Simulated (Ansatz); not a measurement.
Born–Oppenheimer molecular dynamics of BClFH$_{2}$N (6 atoms, charge 0, multiplicity 1). It starts from a relaxed structure.

All numbers below come from RKS BHLYP/6-31G* in Ansatz 0.2.0.

```
ensemble        : NVT, Nosé–Hoover chain
time step       : 1 fs
steps asked     : 166
set temperature : 200 K
thermostat      : time constant 50 fs, chain length 5
seed            : 214504
```

First frame:

```xyz
6
Properties=species:S:1:pos:R:3
B -0.016 0.011 0.081
N -0.016 -0.001 1.464
H -0.849 -0.082 2.012
H 0.833 0.071 1.990
F 1.112 0.119 -0.598
Cl -1.531 -0.118 -0.829
```

Task: How far do the bonds stretch over the last three quarters of this one trajectory? (Pairs bonded in most of those frames.)

Result: 
```tsv
bond	mean (Å)	spread (Å)	shortest	longest
B1–N2	1.387	0.020	1.35	1.43
B1–F5	1.322	0.023	1.28	1.37
B1–Cl6	1.770	0.021	1.73	1.81
N2–H3	1.003	0.028	0.95	1.05
N2–H4	1.004	0.021	0.96	1.04
```

Mean temperature of the second half: 200 K. The conserved energy stayed within 1.8 meV per atom of its start (net change 0.52 meV per atom), so the integration is sound. A run of 0.17 ps of so small a system gives no equilibrium averages.

The run took 4.6 min on 1 thread of Intel(R) Xeon(R) Platinum 8488C (Sapphire Rapids) (shared host), peak memory 0.14 GiB.
